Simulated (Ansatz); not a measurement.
SiH7O2F, singlet: relaxation with the reacting distances held.

Input (in.yaml):

```yaml
crystal:
  periodic: [false, false, false]
  atoms:
    - {symbol: Si, position_ang: [-0.666100, 0.558600, -0.987100]}
    - {symbol: H, position_ang: [0.400400, -0.705100, -0.797100]}
    - {symbol: H, position_ang: [-0.693100, 0.511000, -2.456000]}
    - {symbol: H, position_ang: [-1.981100, 0.229200, -0.479800]}
    - {symbol: O, position_ang: [0.015400, 2.010500, -0.842600]}
    - {symbol: H, position_ang: [0.549200, -0.561700, 1.488500]}
    - {symbol: F, position_ang: [-0.340300, 0.450100, 1.178200]}
    - {symbol: H, position_ang: [0.867400, -1.222000, 0.048700]}
    - {symbol: O, position_ang: [1.109500, -1.433100, 1.261300]}
    - {symbol: H, position_ang: [0.158300, 2.349000, 0.039400]}
    - {symbol: H, position_ang: [0.580300, -2.186400, 1.546700]}
basis:
  gaussian: {orbitals: def2-SVP}
hamiltonian: {xc: pbe0, dispersion: d4}
relax: {f_tol: 0.04, max_steps: 150, escape_saddle: false, constraints: [{distance: [0, 6]}, {distance: [5, 8]}, {distance: [1, 7]}, {distance: [0, 1]}, {distance: [5, 6]}, {distance: [7, 8]}]}
```

Command:

```bash
ansatz run in.yaml --threads 4 --pin off --events-out ev --progress --plain --max-ram 9574MiB
```

What Ansatz 0.2.0 printed:

```
Functional definition: PBE0
  name "PBE0"
  cite "Adamo & Barone, J. Chem. Phys. 110, 6158 (1999) doi:10.1063/1.478522"
  cite "Perdew, Burke & Ernzerhof, Phys. Rev. Lett. 77, 3865 (1996) doi:10.1103/PhysRevLett.77.3865"
  parent pbe
  parameter a = 0.25
  parameter kappa = 0.804
  parameter beta = 0.06672455060314922
  exchange = (1 - a)*pbe_x(kappa = kappa, mu = beta*pi^2/3) + a*exact_x
  correlation = pbe_c(beta = beta)
982 factors; integrals over basis functions are off by at most 6.7e-4 eV
mean field evaluation 1: about -14777.5026 eV, gradient 6.3e1 eV
mean field evaluation 2: about -14769.1493 eV, gradient 9.2e1 eV
mean field evaluation 4: about -14783.9219 eV, gradient 3.6e0 eV
mean field evaluation 8: about -14783.9529 eV, gradient 7.5e-2 eV
mean field -14783.95288286 eV, -543.3002475217 hartree, gradient 5.6e-5 eV, S^2 0.000000; 0 other end points of the search recorded, 0 dependent functions left out
the calculation of the forces begins
reference -14783.95290805 eV, -543.3002484478 hartree; 23, 23 occupied and 72, 72 virtual orbitals, 982 factors
relax step   1: F+E_penalty+E_count = -14784.08452028 eV  Δ(F+E_penalty+E_count) = +0.000e0 eV  max|allowed force component| = 1.381e0 eV/Å  Δτ_max = 0.0000 Å  (24 SCF iters, accepted)
  distance Si 0 - F 6 held at 2.192360 Å   reaction = +9.7111e-1 eV/Å
  distance H 5 - O 8 held at 1.060610 Å   reaction = -2.1335e-1 eV/Å
  distance H 1 - H 7 held at 1.095743 Å   reaction = +4.3947e-1 eV/Å
  distance Si 0 - H 1 held at 1.664470 Å   reaction = +7.7752e-1 eV/Å
  distance H 5 - F 6 held at 1.382474 Å   reaction = +9.0960e-1 eV/Å
  distance H 7 - O 8 held at 1.254422 Å   reaction = +1.8501e0 eV/Å
relax step   2: F+E_penalty+E_count = -14784.24515130 eV  Δ(F+E_penalty+E_count) = -1.606e-1 eV  max|allowed force component| = 6.357e-1 eV/Å  Δτ_max = 0.1787 Å  (26 SCF iters, accepted)
  distance Si 0 - F 6 held at 2.192360 Å   reaction = +8.2329e-1 eV/Å
  distance H 5 - O 8 held at 1.060610 Å   reaction = -4.9844e-2 eV/Å
  distance H 1 - H 7 held at 1.095743 Å   reaction = +5.5892e-1 eV/Å
  distance Si 0 - H 1 held at 1.664470 Å   reaction = +4.0771e-1 eV/Å
  distance H 5 - F 6 held at 1.382474 Å   reaction = +8.6164e-1 eV/Å
  distance H 7 - O 8 held at 1.254422 Å   reaction = +1.5674e0 eV/Å
relax step   3: F+E_penalty+E_count = -14784.27380652 eV  Δ(F+E_penalty+E_count) = -2.866e-2 eV  max|allowed force component| = 4.091e-1 eV/Å  Δτ_max = 0.0411 Å  (27 SCF iters, accepted)
  distance Si 0 - F 6 held at 2.192360 Å   reaction = +8.1537e-1 eV/Å
  distance H 5 - O 8 held at 1.060610 Å   reaction = -4.9150e-2 eV/Å
  distance H 1 - H 7 held at 1.095743 Å   reaction = +5.2709e-1 eV/Å
  distance Si 0 - H 1 held at 1.664470 Å   reaction = +4.3238e-1 eV/Å
  distance H 5 - F 6 held at 1.382474 Å   reaction = +8.2826e-1 eV/Å
  distance H 7 - O 8 held at 1.254422 Å   reaction = +1.6363e0 eV/Å
relax step   4: F+E_penalty+E_count = -14784.29293172 eV  Δ(F+E_penalty+E_count) = -1.913e-2 eV  max|allowed force component| = 2.465e-1 eV/Å  Δτ_max = 0.0438 Å  (29 SCF iters, accepted)
  distance Si 0 - F 6 held at 2.192360 Å   reaction = +7.3967e-1 eV/Å
  distance H 5 - O 8 held at 1.060610 Å   reaction = -3.3054e-2 eV/Å
  distance H 1 - H 7 held at 1.095743 Å   reaction = +5.3280e-1 eV/Å
  distance Si 0 - H 1 held at 1.664470 Å   reaction = +4.3917e-1 eV/Å
  distance H 5 - F 6 held at 1.382474 Å   reaction = +7.6364e-1 eV/Å
  distance H 7 - O 8 held at 1.254422 Å   reaction = +1.6693e0 eV/Å
relax step   5: F+E_penalty+E_count = -14784.30575504 eV  Δ(F+E_penalty+E_count) = -1.282e-2 eV  max|allowed force component| = 1.269e-1 eV/Å  Δτ_max = 0.0741 Å  (29 SCF iters, accepted)
  distance Si 0 - F 6 held at 2.192360 Å   reaction = +6.7364e-1 eV/Å
  distance H 5 - O 8 held at 1.060610 Å   reaction = +2.0074e-2 eV/Å
  distance H 1 - H 7 held at 1.095743 Å   reaction = +5.3280e-1 eV/Å
  distance Si 0 - H 1 held at 1.664470 Å   reaction = +4.1224e-1 eV/Å
  distance H 5 - F 6 held at 1.382474 Å   reaction = +7.4532e-1 eV/Å
  distance H 7 - O 8 held at 1.254422 Å   reaction = +1.6466e0 eV/Å
relax step   6: F+E_penalty+E_count = -14784.30725655 eV  Δ(F+E_penalty+E_count) = -1.502e-3 eV  max|allowed force component| = 2.542e-2 eV/Å  Δτ_max = 0.0247 Å  (29 SCF iters, accepted)
  distance Si 0 - F 6 held at 2.192360 Å   reaction = +5.8894e-1 eV/Å
  distance H 5 - O 8 held at 1.060610 Å   reaction = +4.1750e-3 eV/Å
  distance H 1 - H 7 held at 1.095743 Å   reaction = +5.3325e-1 eV/Å
  distance Si 0 - H 1 held at 1.664470 Å   reaction = +4.3126e-1 eV/Å
  distance H 5 - F 6 held at 1.382474 Å   reaction = +7.6087e-1 eV/Å
  distance H 7 - O 8 held at 1.254422 Å   reaction = +1.6778e0 eV/Å
Total energy: -14784.30728158 eV, -543.3132714347 hartree
Atom 0 at    -0.632812     0.547489    -0.971818 Å, force     0.366944    -0.316207     0.615359 eV/Å
Atom 1 at     0.359984    -0.787494    -0.920472 Å, force    -0.072194     0.187597     0.450949 eV/Å
Atom 2 at    -0.637974     0.428154    -2.465297 Å, force     0.000013    -0.000458     0.003822 eV/Å
Atom 3 at    -1.981849     0.138864    -0.505418 Å, force     0.000426    -0.003195    -0.008881 eV/Å
Atom 4 at     0.030171     2.046241    -0.766192 Å, force    -0.000919    -0.006544    -0.021753 eV/Å
Atom 5 at     0.598030    -0.484206     1.478728 Å, force    -0.479477     0.553985    -0.146583 eV/Å
Atom 6 at    -0.250968     0.567126     1.186944 Å, force     0.371117    -0.586250    -0.396820 eV/Å
Atom 7 at     0.746600    -1.145244     0.040358 Å, force     0.299245    -0.129181     1.099345 eV/Å
Atom 8 at     1.105572    -1.378668     1.219437 Å, force    -0.472509     0.316117    -1.588494 eV/Å
Atom 9 at     0.141826     2.160439     0.191381 Å, force    -0.006313    -0.025419    -0.017292 eV/Å
Atom 10 at     0.521320    -2.092601     1.512550 Å, force    -0.006333     0.009555     0.010348 eV/Å
Dipole moment:     0.039412    -0.771143     0.303106 e Å

[the SCF lines of later steps are left out]
```

The lines “mean field evaluation” count trial sets of orbitals through the whole run, from several starts and some on an approximate energy, so they need not fall steadily or lie above the final value.

Hardware: 4 CPU threads of an Intel Xeon 6975P-C, shared host. Wall time about 4.6 s.
